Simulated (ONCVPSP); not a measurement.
# O: one change to an ONCV potential, before and after

* Element: O
* Generator: ONCVPSP 4.0.1
* Type: optimised norm-conserving Vanderbilt (ONCV)
* Functional: PBE
* Relativity: scalar-relativistic
* Frozen core: [He]
* Valence charge: 6
* Reference configuration: 2s1.75 2p4.25
* Partial waves: 2s: rc 0.80 bohr, ncon 4, nbas 8, qcut 9 1/bohr, local; 2p: rc 1.05 bohr, ncon 4, nbas 8, qcut 8.5 1/bohr, 2 projectors, debl 0.5 Ha; d scattering state at 0.04 Ha: rc 0.80 bohr, ncon 3, nbas 6, qcut 13.6 1/bohr, 2 projectors, debl 3.8 Ha
* Local potential: the s channel
* Core correction: Teter function, fcfact 2.75, rcfact 1.5

Change: p: qcut 9.3.

Cutoffs: the cutoffs (Ha) at which the residual kinetic energy of the hardest occupied pseudo-wave falls to 1 and 0.1 mHa per electron; they do not see the model core or the augmentation charge, which bear on the density cutoff. Errors are all-electron minus pseudo energies relative to the spin-unpolarised reference configuration.

**Question.** How do hardness, ghosts and transferability respond?

**Answer.** The potential gets softer (54 Ha and 172 Ha → 41 Ha and 148 Ha); of the 4 tests that both files solve, the error grows in 0 and shrinks in 2 by more than 15 % and 0.3 meV (median size 9.1 → 7.6 meV); neither file shows a bound ghost.

```csv
quantity,base,changed
"cutoff, loose",54 Ha,41 Ha
"cutoff, tight",172 Ha,148 Ha
loose cutoff by channel,"s 40 Ha, p 54 Ha","s 40 Ha, p 41 Ha"
bound ghosts,none,none
GHOST(+) flags under 300 eV,none,none
"error for 2s2 2p4, meV [ΔE -3.73 eV]",+0.8,+0.8
"error for 2s2 2p3, meV [ΔE 12.70 eV]",+14,+12
"error for 2s2 2p2, meV [ΔE 46.28 eV]",+96,+80
"error for 2s2 2p3.5, meV [ΔE 2.55 eV]",+3.9,+3.2
s: phases at 0.81 bohr within 0.05 rad from the reference energy up to (Ha; the scan ends near 5),to the end of the scan,to the end of the scan
p: phases at 1.06 bohr within 0.05 rad from the reference energy up to (Ha; the scan ends near 5),to the end of the scan,to the end of the scan
d: phases at 0.81 bohr within 0.05 rad from the reference energy up to (Ha; the scan ends near 5),to the end of the scan,to the end of the scan
"rms error of d²Exc/dni dnj with the model core, mHa",1.32,1.26
```
